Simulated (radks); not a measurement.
The hydrogen anion H- inside a hard spherical wall (all orbitals vanish at R), configuration held at [He] and not refilled when levels cross. Calculated with a radial shooting solver on a logarithmic mesh with Libxc functionals: non-relativistic Kohn-Sham, PBEsol, spin-unpolarised, spherical densities, point nucleus. Eigenvalues in eV, with the zero of energy where the potential of the charges vanishes at infinity; a dash marks a level that is unbound or too diffuse for the functional's potential to be trusted. A positive occupied level is held by the wall or, in an anion where self-interaction has pushed it up, behind a barrier. The pressure on the wall is -dE/dV.

\begin{tabular}{lrrrrrr}
R (bohr) & E (hartree) & kinetic (hartree) & e(1s) & e(2s, empty) & e(2p, empty) & pressure (GPa) \\ \hline
12 & -0.51294 & 0.494 & 1.814 & 4.156 & 4.257 & 0.0127 \\
8 & -0.50337 & 0.520 & 2.615 & 7.818 & 7.149 & 0.219 \\
7 & -0.49498 & 0.543 & 3.120 & 9.910 & 8.617 & 0.549 \\
6 & -0.47822 & 0.587 & 3.955 & 13.240 & 10.827 & 1.54 \\
3.5 & -0.26534 & 1.029 & 10.796 & 39.434 & 26.592 & 44.0 \\
3 & -0.11013 & 1.301 & 14.701 & 54.332 & 35.135 & 107 \\
2.5 & 0.17931 & 1.765 & 21.238 & 79.364 & 49.230 & 299 \\
2 & 0.77460 & 2.636 & 33.339 & 125.97 & 75.010 & 1010 \\
1.5 & 2.20169 & 4.540 & 59.552 & 227.66 & 130.28 & 4720 \\
\end{tabular}
